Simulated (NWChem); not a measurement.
System meant: SrBr2; SMILES [Sr]([Br])[Br]

Input file for NWChem:

```
start job
memory heap 200 mb stack 900 mb global 1100 mb
geometry units angstroms noautoz
  Sr     0.000000     0.000000     0.414466
  Br     2.697580     0.000000    -0.247361
  Br    -2.697580     0.000000    -0.247361
end
basis spherical
  * library def2-svp
end
ecp
  Sr library def2-ecp
end
dft
  odft
  mult 2
  xc pbe0
  iterations 150
  mulliken
end
task dft energy
```

End of the output:

```
 Summary of "ao basis" -> "" (spherical)
 ------------------------------------------------------------------------------
       Tag                 Description            Shells   Functions and Types
 ---------------- ------------------------------  ------  ---------------------
 *                          def2-svp                  on all atoms

                                 NWChem DFT Module
                                 -----------------

 Summary of "ao basis" -> "ao basis" (spherical)
 ------------------------------------------------------------------------------
       Tag                 Description            Shells   Functions and Types
 ---------------- ------------------------------  ------  ---------------------
 Sr                         def2-svp                 9       23   4s3p2d
 Br                         def2-svp                12       32   5s4p3d

 Summary of "ao basis" -> "ao basis" (spherical)
 ------------------------------------------------------------------------------
       Tag                 Description            Shells   Functions and Types
 ---------------- ------------------------------  ------  ---------------------
 Sr                         def2-svp                 9       23   4s3p2d
 Br                         def2-svp                12       32   5s4p3d

      Symmetry analysis of basis
      --------------------------

        a1         33
        a2         12
        b1         27
        b2         15

  number of electrons :                   80
  multiplicity        :                    2
 ------------------------------------------------------------------------
  no. of electrons and multiplicity not compatible                  80
 ------------------------------------------------------------------------
 ------------------------------------------------------------------------
  current input line :
    21: task dft energy
 ------------------------------------------------------------------------
 ------------------------------------------------------------------------
 There is an error in the input file
 ------------------------------------------------------------------------
 For more information see the NWChem manual at https://nwchemgit.github.io

0: no. of electrons and multiplicity not compatible:Received an Error in Communication
```

Q: What is wrong, and how is it mended?

A: The input was rejected before any calculation. Cause: the multiplicity doesn't fit the number of electrons (an even count wants an odd multiplicity, and the reverse). This input runs:
```
start job
memory heap 200 mb stack 900 mb global 1100 mb
geometry units angstroms noautoz
  Sr     0.000000     0.000000     0.414466
  Br     2.697580     0.000000    -0.247361
  Br    -2.697580     0.000000    -0.247361
end
basis spherical
  * library def2-svp
end
ecp
  Sr library def2-ecp
end
dft
  xc pbe0
  iterations 150
  mulliken
end
task dft energy
```
It converges to -5177.97181 Ha (PBE0/def2-SVP with def2 effective core potentials on Sr).
